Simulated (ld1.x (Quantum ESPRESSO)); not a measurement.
**What one change does to a pseudopotential (indium, TM)**

* Element: In
* Generator: ld1.x (Quantum ESPRESSO) 7.5
* Type: norm-conserving Troullier–Martins (Kleinman–Bylander form)
* Functional: LDA (PZ)
* Relativity: scalar-relativistic
* Frozen core: [Kr]
* Valence charge: 13
* Reference configuration: 4d10 5s2 5p0 (charge +1)
* Partial waves: 5s (bound): rc 1.90 bohr; 5p (bound, empty): rc 2.60 bohr; 4d (bound): rc 1.25 bohr; 4f channel at -0.15 Ry: rc 2.80 bohr
* Local potential: all-electron potential smoothed inside 1.90 bohr (lloc = -2)
* Core correction: none

Change: wave 4d (bound): rc 1.25 bohr becomes 4d (bound): rc 1.78 bohr.

Cutoffs: the cutoffs (Ry, on a coarse ladder) from which the occupation-weighted sum of valence levels, in a spherical-Bessel basis at the reference potential, stays within 10 and 1 mRy of its value at 400 Ry; they do not see the model core or the augmentation charge, which bear on the density cutoff. Errors are all-electron minus pseudo energies relative to the spin-unpolarised reference configuration.

Task: How do hardness, ghosts and transferability respond?

Result: The potential gets softer (90 Ry and 140 Ry → 70 Ry and 110 Ry); of the 9 tests that both files solve, the error grows in 2 and shrinks in 0 by more than 15 % and 0.3 meV (median size 3.4 → 3.3 meV); neither file shows a bound ghost. A larger radius leaves more room for a smooth pseudo-wave, so fewer plane waves are needed.

| quantity | base | changed |
| --- | --- | --- |
| cutoff, loose | 90 Ry | 70 Ry |
| cutoff, tight | 140 Ry | 110 Ry |
| loose cutoff by channel (10 mRy a level) | s 10 Ry, d 70 Ry | s 10 Ry, d 55 Ry |
| bound ghosts | none | none |
| error for 4d10 5s2 5p1, meV [ΔE -5.59 eV] | +2.5 | +2.6 |
| error for 4d10 5s1 5p0, meV [ΔE 19.66 eV] | +2.2 | +2.9 |
| error for 4d10 5s0 5p0, meV [ΔE 48.40 eV] | +9.0 | +12 |
| error for 4d10 5s1 5p2, meV [ΔE 0.34 eV] | -0.7 | -0.7 |
| error for 4d9 5s2 5p2, meV [ΔE 12.61 eV] | -195 | -171 |
| error for 4d9 5s0 5p0, meV [ΔE 105.01 eV] | -0.2 | 0.0 |
| error for 4d10 5s0 5p3, meV [ΔE 6.57 eV] | -3.4 | -3.3 |
| error for 4d10 5s2 5p1 (spin-polarised), meV [ΔE -5.71 eV] | +4.0 | +4.1 |
| error for 4d10 5s1 5p0 (spin-polarised), meV [ΔE 19.44 eV] | +10 | +11 |
| s: phases at 3.05 bohr within 0.05 rad from the reference energy up to (Ry; the scan ends near 5) | 0.5 | 0.5 |
| p: phases at 3.05 bohr within 0.05 rad from the reference energy up to (Ry; the scan ends near 5) | 1.4 | 1.4 |
| d: phases at 3.05 bohr within 0.05 rad from the reference energy up to (Ry; the scan ends near 5) | 0.1 | 0.1 |
| f: phases at 3.05 bohr within 0.05 rad from the reference energy up to (Ry; the scan ends near 5) | 2.1 | 2.1 |
